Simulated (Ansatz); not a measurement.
`c1ccc(-c2ccc(-c3ccc(-c4ccc(-c5ccc(-c6ccc(-c7ccc(-c8ccc(-c9cccnc9)nc8)nc7)nc6)nc5)nc4)nc3)nc2)nc1`, relaxed as a singlet with RKS PBE-D4/def2-SVP in Ansatz, starting from the GFN2-xTB geometry. Force threshold 0.03 eV/Å.

Single mean-field runs in def2-SVP are fitted with def2-universal-jkfit.

Start:

```xyz
83

C   -14.402    9.148    5.794
C   -13.105    9.568    6.048
C   -12.049    8.814    5.569
C   -12.326    7.653    4.844
C   -11.270    6.792    4.304
C   -11.527    5.983    3.196
C   -10.528    5.173    2.699
C    -9.277    5.178    3.324
C    -8.165    4.351    2.854
C    -8.349    3.172    2.133
C    -7.248    2.444    1.729
C    -5.970    2.899    2.062
C    -4.764    2.165    1.674
C    -4.767    0.795    1.412
C    -3.597    0.175    1.024
C    -2.430    0.934    0.915
C    -1.151    0.346    0.516
C     0.049    0.963    0.877
C     1.246    0.390    0.505
C     1.232   -0.802   -0.227
C     2.466   -1.467   -0.646
C     3.679   -1.295    0.021
C     4.809   -1.931   -0.450
C     4.710   -2.741   -1.583
C     5.867   -3.447   -2.136
C     5.688   -4.593   -2.914
C     6.789   -5.257   -3.411
C     8.067   -4.766   -3.122
C     9.280   -5.426   -3.606
C     9.329   -6.785   -3.914
C    10.501   -7.330   -4.400
C    11.616   -6.505   -4.566
C    12.891   -7.014   -5.080
C    14.087   -6.369   -4.760
C    15.278   -6.881   -5.237
C    15.237   -8.027   -6.020
N    14.110   -8.631   -6.356
C    12.974   -8.136   -5.906
N    11.582   -5.213   -4.236
C    10.463   -4.699   -3.778
N     8.237   -3.649   -2.415
C     7.183   -3.017   -1.947
N     3.544   -2.932   -2.204
C     2.473   -2.319   -1.756
N     0.086   -1.370   -0.605
C    -1.053   -0.818   -0.251
N    -2.418    2.239    1.200
C    -3.536    2.827    1.559
N    -5.792    4.034    2.741
C    -6.842    4.724    3.122
N    -9.033    5.949    4.385
C    -9.990    6.717    4.856
N   -13.576    7.267    4.588
C   -14.575    7.990    5.050
H   -15.252    9.706    6.155
H   -12.920   10.472    6.609
H   -11.031    9.130    5.733
H   -12.507    6.009    2.745
H   -10.706    4.562    1.829
H    -9.342    2.814    1.904
H    -7.380    1.540    1.156
H    -5.667    0.211    1.535
H    -3.580   -0.887    0.837
H     0.013    1.882    1.442
H     2.179    0.865    0.761
H     3.738   -0.691    0.914
H     5.749   -1.825    0.068
H     4.684   -4.937   -3.110
H     6.664   -6.134   -4.028
H     8.469   -7.419   -3.754
H    10.560   -8.384   -4.621
H    14.055   -5.486   -4.141
H    16.220   -6.409   -5.005
H    16.142   -8.483   -6.400
H    12.085   -8.656   -6.240
H    10.484   -3.646   -3.532
H     7.403   -2.106   -1.406
H     1.555   -2.499   -2.298
H    -1.938   -1.324   -0.617
H    -3.476    3.886    1.769
H    -6.645    5.633    3.673
H    -9.724    7.287    5.738
H   -15.565    7.622    4.811
```

```
        step  energy (eV)  largest force component (eV/Å)  SCF passes
           1  -60432.7628                           0.861          21
           2  -60433.4372                           0.302          21
           3  -60433.5379                           0.068          20
4 (rejected)  -60433.5343                           0.311          20
           5  -60433.5616                           0.043          20
           6  -60433.5779                           0.103          20
           7  -60433.5948                           0.176          20
           8  -60433.6022                           0.170          20
           9  -60433.6129                           0.155          20
          10  -60433.6180                           0.117          20
          11  -60433.6199                           0.089          20
          12  -60433.6217                           0.068          20
          13  -60433.6232                           0.017          21
          14  -60433.6240                           0.013          20
          15  -60433.6242                           0.026          20
```

Force components are those of the run's own axes.

End:

```xyz
83

C   -14.506    9.413    5.833
C   -13.190    9.701    6.224
C   -12.151    8.886    5.762
C   -12.454    7.797    4.912
C   -11.408    6.888    4.378
C   -11.772    5.778    3.585
C   -10.785    4.929    3.086
C    -9.427    5.193    3.382
C    -8.322    4.339    2.890
C    -8.515    3.169    2.127
C    -7.412    2.426    1.703
C    -6.110    2.857    2.045
C    -4.893    2.125    1.626
C    -4.916    0.914    0.902
C    -3.718    0.298    0.539
C    -2.490    0.899    0.903
C    -1.177    0.317    0.543
C     0.017    0.962    0.934
C     1.248    0.414    0.579
C     1.287   -0.784   -0.172
C     2.553   -1.417   -0.604
C     3.832   -0.905   -0.299
C     4.973   -1.560   -0.765
C     4.831   -2.733   -1.544
C     5.988   -3.475   -2.095
C     5.781   -4.657   -2.838
C     6.872   -5.346   -3.363
C     8.179   -4.850   -3.145
C     9.386   -5.523   -3.676
C     9.355   -6.745   -4.381
C    10.542   -7.305   -4.855
C    11.767   -6.638   -4.621
C    13.071   -7.166   -5.096
C    14.255   -6.436   -4.854
C    15.475   -6.942   -5.307
C    15.481   -8.168   -5.994
N    14.370   -8.882   -6.236
C    13.206   -8.388   -5.796
N    11.802   -5.467   -3.944
C    10.665   -4.939   -3.494
N     8.382   -3.716   -2.435
C     7.333   -3.064   -1.936
N     3.606   -3.235   -1.829
C     2.523   -2.606   -1.378
N     0.145   -1.407   -0.544
C    -1.028   -0.879   -0.199
N    -2.463    2.057    1.603
C    -3.611    2.638    1.948
N    -5.919    3.979    2.777
C    -6.976    4.682    3.179
N    -9.075    6.259    4.137
C   -10.024    7.065    4.609
N   -13.726    7.524    4.543
C   -14.711    8.308    4.990
H   -15.354   10.026    6.171
H   -12.973   10.553    6.886
H   -11.115    9.096    6.064
H   -12.840    5.616    3.380
H   -11.074    4.068    2.466
H    -9.525    2.828    1.858
H    -7.571    1.518    1.105
H    -5.867    0.440    0.617
H    -3.743   -0.646   -0.024
H    -0.065    1.893    1.513
H     2.174    0.922    0.884
H     3.950    0.009    0.303
H     5.967   -1.157   -0.523
H     4.747   -5.000   -2.984
H     6.705   -6.262   -3.946
H     8.406   -7.270   -4.564
H    10.511   -8.257   -5.403
H    14.172   -5.484   -4.309
H    16.415   -6.396   -5.134
H    16.430   -8.595   -6.367
H    12.318   -9.008   -6.014
H    10.727   -3.985   -2.944
H     7.574   -2.145   -1.373
H     1.539   -3.039   -1.626
H    -1.915   -1.442   -0.538
H    -3.558    3.580    2.520
H    -6.789    5.591    3.774
H    -9.661    7.917    5.211
H   -15.733    8.045    4.660
```

By distances, no bond broke or formed. The bond that changes most is C36–H74, from 1.08 to 1.11 Å (atoms count from 1).

The force fell under the threshold at step 13, but the optimiser went on. No frequencies were taken in this run, so the end may be a saddle point.

Run time 1.7 min (4 threads of AMD EPYC 7R13 on a shared host and a share (37 GiB) of an NVIDIA H100 80GB HBM3), peak host memory 1.4 GiB.
